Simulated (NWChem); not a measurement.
Species: VF$_{5}$; SMILES [F][V]([F])([F])([F])[F]

Program: NWChem. Structure relaxed at the PBE-D3(BJ)/def2-SVP level. Total energies compare along this basis series because the functional is fixed.

```
level                     basis functions  energy (Ha)  highest occupied level (eV)  orbital gap (eV)
------------------------  ---------------  -----------  ---------------------------  ----------------
Hartree-Fock/pcseg-1                  101   -1439.7529                       -18.32             14.98
Hartree-Fock/aug-pcseg-1              162   -1439.8368                       -17.92             15.35
Hartree-Fock/pcseg-2                  206   -1440.3038                       -17.94             15.76
Hartree-Fock/STO-3G                    43   -1423.6009                       -11.43             16.15
Hartree-Fock/def2-SVP                 101   -1439.5085                       -18.01             14.91
```
